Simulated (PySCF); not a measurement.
Radial density of Mo(34+) (molybdenum, charge +34)

M06-2X, [He] 2s2 2p4, high-spin 3P determinant. All numbers are calculated (PySCF 2.14, scalar relativity by spin-free X2C-1e, in an even-tempered Gaussian basis (20 s from 11 bohr⁻², ratio 2.2; 12 p from 15 bohr⁻², ratio 2.2; 6 d from 64 bohr⁻², ratio 2.4; 5 f from 97 bohr⁻², ratio 2.4; 4 g from 150 bohr⁻², ratio 2.4)).

```json
{"r (bohr)": "0.0391", "4πr²ρ (e/bohr)": "41.53", "4πr²(ρα − ρβ)": "4.3180"}
{"r (bohr)": "0.0658", "4πr²ρ (e/bohr)": "34.95", "4πr²(ρα − ρβ)": "11.3004"}
{"r (bohr)": "0.111", "4πr²ρ (e/bohr)": "44.29", "4πr²(ρα − ρβ)": "14.7962"}
{"r (bohr)": "0.186", "4πr²ρ (e/bohr)": "21.51", "4πr²(ρα − ρβ)": "6.1711"}
{"r (bohr)": "0.313", "4πr²ρ (e/bohr)": "1.446", "4πr²(ρα − ρβ)": "0.3831"}
{"r (bohr)": "0.527", "4πr²ρ (e/bohr)": "0.003824", "4πr²(ρα − ρβ)": "0.0011"}
```

Densities and radii are taken from the X2C orbitals without a picture-change correction, which distorts them close to the nucleus.

Spin-orbit coupling is strong in this species (close to jj coupling), so the high-spin LS determinant is a model state, not a physical level.
